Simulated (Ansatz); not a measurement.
Job for Ansatz (a first-principles code): U-B3LYP/cc-pV(T+d)Z on AlP, 2S+1 = 3, a point of a bond scan (R = 2.668 Å). Files ending in .json are basis or fitting sets from the Basis Set Exchange.

Ansatz 0.2 input:
```yaml
crystal:
  periodic: [false, false, false]
  atoms:
    - {symbol: Al, position_ang: [-0.00000000, -0.00000000, -1.19086169]}
    - {symbol: P, position_ang: [0.00000000, 0.00000000, 1.47666849]}
basis:
  gaussian:
    orbitals: cc-pV_T+d_Z.json
hamiltonian:
  xc: {name: B3LYP}
magnetization: {spin_polarized: true, initial_magnetization: 2}
```

The head of its log:

```
WARN ansatz: RAYON_NUM_THREADS=1 ignored (pool sized by the plan → 1); use --threads N
Functional definition: B3LYP
integrals: 0.02 GiB planned
627 factors; their error is unknown
mean field: 0.24 GiB planned
mean field evaluation 1: about -15881.7174 eV, gradient 1.5e1 eV
mean field evaluation 2: about -15846.0520 eV, gradient 5.3e1 eV
```

Problem. What total energy does the run end on?

Solution. -583.7541 hartree.
